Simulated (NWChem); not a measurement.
ZnHSBr; SMILES [SH][Zn][Br]

```xyz
4

Zn     0.0995     0.5855     0.0003
Br    -0.1466    -1.6385    -0.0007
S      0.3543     2.7420     0.0013
H     -0.9815     2.9568    -0.0093
```
Atoms are numbered in this order, from 1.

Level: PBE0/def2-SVP (NWChem), optimised geometry, unscaled harmonic frequencies. This build's default masses of Se (78.918 u) and Br (79.917 u) are each other's, which moves their modes by up to 0.6 %.

| frequency (cm⁻¹) | IR intensity (km/mol) |
|---|---|
| 83 | 10.5 |
| 88 | 11.2 |
| 264 | 4.4 |
| 443 | 50.4 |
| 638 | 5.8 |
| 2705 | 0.8 |

zero-point energy: 6.0 kcal/mol
thermal correction to the enthalpy at 298.15 K (with zero-point energy): 9.9 kcal/mol
heat capacity Cv: 13.9 cal/(mol K)
entropy at 298.15 K and 1 atm (symmetry number 1): 76.2 cal/(mol K)
dipole moment: 1.13 D

Rigid rotor and harmonic oscillator; modes under 100 cm⁻¹ make the entropy uncertain.
